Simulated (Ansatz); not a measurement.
Reactions of BrF₂HSi, SMILES `F[SiH](F)Br`.

Gas-phase electronic energies from Ansatz, PBE0-D4/def2-TZVP geometries. CCSD(T)/CBS is the MP2 limit (def2-TZVPP, def2-QZVPP) plus CCSD(T) − MP2 in def2-TZVPP, frozen cores. This one scheme is used for every species. def2 core potentials past Kr. For Br, In, Sn outer-core shells are correlated without core-valence functions, which leaves a few kJ/mol of doubt a bond. Scalar relativity is left out up to krypton. One conformer a species, not always the lowest.

(1) Order these by ΔE at CCSD(T)/CBS, lowest first. (An estimate is asked.)
A. `F[SiH](F)Br` + `O[SiH2]O` → `O[SiH2]O[SiH](F)F` + HBr
B. `F[SiH](F)Br` + H₂O → `O[SiH](F)F` + HBr
C. `F[SiH](F)Br` + `F[SiH2][SnH3]` → `F[SiH2][SiH](F)Br` + `[F][SnH3]`
D. `F[SiH](F)Br` + `S[SiH2]Cl` → `F[SiH](F)S[SiH2]Cl` + HBr
E. `F[SiH](F)Br` + `BOCCS` → `BO[Si](F)(F)Br` + `CCS`
F. `F[SiH](F)Br` + `CN(C)[SiH2]O` → `CN([SiH2]O)[SiH](F)F` + `CBr`
G. `F[SiH](F)Br` + `C=C[O][InH2]` → `F[Si](F)(Br)[O][InH2]` + ethylene

Largest T1 diagnostic: 0.017, for `C=C[O][InH2]`.

Answers

(1) G (-208.9 kJ/mol), E (-180.1 kJ/mol), A (-42.9 kJ/mol), B (-23.9 kJ/mol), F (-0.8 kJ/mol), D (+30.7 kJ/mol), C (+130.9 kJ/mol).
